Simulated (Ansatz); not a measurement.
Abridged output of a molecular run in Ansatz:

```
Functional definition: HF
1770 factors; integrals over basis functions are off by at most 9.8e-4 eV
mean field evaluation 1: about -17736.8272 eV, gradient 5.1e1 eV
mean field evaluation 2: about -17737.1178 eV, gradient 5.1e1 eV
mean field evaluation 4: about -17742.2745 eV, gradient 4.3e0 eV
mean field evaluation 8: about -17742.3497 eV, gradient 2.6e-1 eV
mean field -17742.35006453 eV, -652.0193386748 hartree, gradient 2.0e-6 eV, S^2 0.000000; 0 other end points of the search recorded, 0 dependent functions left out
10 core orbitals not correlated: weight in the atoms' cores, before any rotation towards them, 1.000 or more for the frozen orbitals, at most 0.000 for the correlated occupied ones
reference -17742.35006453 eV, -652.0193386748 hartree; 18, 18 occupied and 267, 267 virtual orbitals, 1770 factors
second order -29.99615963 eV of doubles, -0.00000000 eV of singles
cycle   1  -30.37736090 eV  change   -3.8e-1 eV  update   1.1e-1
cycle   2  -31.04829656 eV  change   -6.7e-1 eV  update   3.1e-2
cycle   3  -31.18980193 eV  change   -1.4e-1 eV  update   1.6e-2
cycle   4  -31.17695592 eV  change    1.3e-2 eV  update   3.5e-3
cycle   5  -31.17560463 eV  change    1.4e-3 eV  update   1.5e-3
cycle   6  -31.17612904 eV  change   -5.2e-4 eV  update   4.4e-4
cycle   7  -31.17584399 eV  change    2.9e-4 eV  update   1.4e-4
cycle   8  -31.17576912 eV  change    7.5e-5 eV  update   4.3e-5
cycle   9  -31.17577685 eV  change   -7.7e-6 eV  update   1.5e-5
perturbative correction -1.25730661 eV, -0.0462051656 hartree
Total energy: -17774.78314799 eV, -653.2112325080 hartree
```

Its atoms:

Z-matrix (Å, degrees):
```
C
C 1 1.514
H 1 1.094 2 110.2
H 1 1.091 2 110.7 3 119.5
H 1 1.092 2 111.1 3 -120.0
S 2 1.819 1 113.4 3 177.2
H 2 1.092 1 111.2 3 59.5
H 2 1.090 1 111.4 3 -60.9
B 6 1.815 2 102.3 1 79.6
O 9 1.361 6 120.4 2 2.3
O 9 1.367 6 120.7 2 -178.3
H 10 0.962 9 111.5 6 179.0
H 11 0.959 9 114.3 6 0.7
```

(1) Which basis set was used?
A. cc-pV(Q+d)Z
B. def2-TZVPPD
C. def2-QZVPP
D. def2-TZVPP

(2) Write the keys of the input that set method, charge and spin (a neutral closed shell needs none for the last two).

Results:

(1) D. It gives 295 functions.

(2) 
```yaml
correlation: {method: ccsd_t}
```
